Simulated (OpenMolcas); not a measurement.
A calculation on As+.

```json
{"Program": "OpenMolcas", "Method": "CASSCF", "Basis": "ANO-RCC-VTZP [6s5p3d1f]", "Scalar Hamiltonian": "DKH2, point nucleus", "Active space": "4 electrons in 8 orbitals (4s 4p 5s 5p)", "State averaging": "2S+1 = 3 even, 3 roots; 2S+1 = 1 even, 6 roots; 2S+1 = 5 odd, 1 root; 2S+1 = 3 odd, 5 roots (0 in the spin-orbit step)", "Spin-orbit coupling": "RASSI with atomic mean-field integrals over the reference wave functions, term energies averaged over their components"}
```

Q: Which level of the active space comes out lowest?

A: 4s² 4p² ³P₀, with 99 % of that term; it is also the measured ground level.

Q: How high does 4s² 4p² ¹D₂ lie?

A: 1.5039 eV above the lowest level; measured 1.2517 eV above the ground level, so the calculation is off by +20 %.

Q: How high does 4s 4p³ ⁵S°₂ lie?

A: 5.4944 eV above the lowest level; measured 6.7965 eV above the ground level, so the calculation is off by -19 %.

Q: How high does 4s² 4p² ³P₂ lie?

A: 0.2749 eV above the lowest level; measured 0.3151 eV above the ground level, so the calculation is off by -13 %.

Measured values: NIST Handbook of Basic Atomic Spectroscopic Data.

Some high roots are left out of the spin-orbit mixing, which shifts the levels that they would mix with. Without dynamic correlation excited terms often stand tens of per cent too high (terms of higher spin than the ground term too low), and those without a measured partner can miss by more than the paired ones. Active for correlation alone: 5p 5s; no level in the range computed is led by a configuration that fills them, so any true level of that kind is missing. Terms of s pⁿ other than that of highest spin mix with s² pⁿ⁻² d, which this space lacks; all of them can be thousands of cm-1 off, and some have no real level of that name. Computed and measured levels are paired by configuration, term and J; levels that our copy of the source lacks, or whose pairing is in doubt (as where it misses far off the trend of its configuration), stay unpaired and out of the deviations. Levels of configurations outside the active space are missing.

° marks odd parity.
